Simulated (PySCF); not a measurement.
Compound: C2H11NOSi2.
InChI=1S/C2H11NOSi2/c1-3-5-2-6-4/h3-4H,2,5-6H2,1H3

Torsions of this conformer, `[CH3:1][NH:2][SiH2:3][CH2:4][SiH2:5][OH:6]`: C1–N2–Si3–C4 69°, N2–Si3–C4–Si5 52°, Si3–C4–Si5–O6 -45°, H–O6–Si5–C4 29°.

The closed-shell ground state was solved at several levels (PySCF, density fitting, gas phase, non-relativistic). One conformer (not necessarily the lowest) at the PBE0-D3(BJ)/def2-SVP geometry, without solvent, vibrations or thermal averaging.

```json
{"level": "HF/pcSseg-1", "basis functions": "171", "total energy (Eh)": "-789.3241", "HOMO (eV)": "-10.69", "LUMO (eV)": "3.77", "gap (eV)": "14.46", "dipole (D)": "3.09"}
{"level": "PBE0/pcSseg-1", "basis functions": "171", "total energy (Eh)": "-791.3304", "HOMO (eV)": "-7.37", "LUMO (eV)": "0.58", "gap (eV)": "7.95", "dipole (D)": "3.00"}
```

Q: What might CAM-B3LYP/def2-SVPD (219 basis functions) give for the same quantities?

A: Total energy -791.4546 Eh, HOMO -8.75 eV, LUMO 0.94 eV, gap 9.69 eV, dipole 2.91 D.

Q: Over all these levels, which gives the widest orbital gap and which the narrowest?

A: HF/pcSseg-1 (Hartree–Fock, all exact exchange) has the widest, 14.46 eV, and PBE0/pcSseg-1 (global hybrid, 25 % exact exchange) the narrowest, 7.95 eV. The two share the basis. From the narrowest to the widest the HOMO moves by -3.32 eV and the LUMO by +3.19 eV. The HOMO need not be the same orbital at Hartree–Fock and at DFT levels.

Q: How far do the dipole and the HOMO energy spread over the levels?

A: The dipole runs from 2.91 to 3.09 D (mean 3.00 D) and the HOMO from -10.69 to -7.37 eV.
